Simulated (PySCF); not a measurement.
Working out the ionisation energy of S²⁺

S²⁺ [Ne] 3s2 3p2 (3P) → S³⁺ [Ne] 3s2 3p1 (2P). All numbers are calculated (PySCF 2.14, scalar relativity by spin-free X2C-1e, in aug-cc-pVDZ-DK). Frozen: [Ne]. Energies in hartree (1 hartree = 27.21139 eV):

| part | S²⁺ (lower) | S³⁺ (upper) |
| --- | --- | --- |
| UHF | -397.405290 | -396.150555 |
| MP2 opposite-spin | -0.044639 | -0.039099 |
| MP2 same-spin | -0.008396 | -0.002400 |

Q: What does Hartree-Fock give?

A: (-396.150555) − (-397.405290) = 1.254735 hartree = 34.143 eV.

Q: What do MP2 and SCS-MP2 (6/5 opposite-spin, 1/3 same-spin) give?

A: The opposite-spin parts differ by 0.151 eV and the same-spin parts by 0.163 eV. MP2: 34.143 + (0.151) + (0.163) = 34.457 eV. SCS-MP2: 34.143 + 1.2 × (0.151) + (0.163)/3 = 34.379 eV.

A first-order spin-orbit estimate adds -0.007 eV to MP2 (valence), giving 34.450 eV against 34.86 ± 0.04 eV (semi-empirical (NIST evaluation); NIST Atomic Spectra Database, ionization energies).

A double-zeta basis recovers only part of the correlation energy.

What remains against the reference includes basis incompleteness, the frozen core and correlation beyond second order.
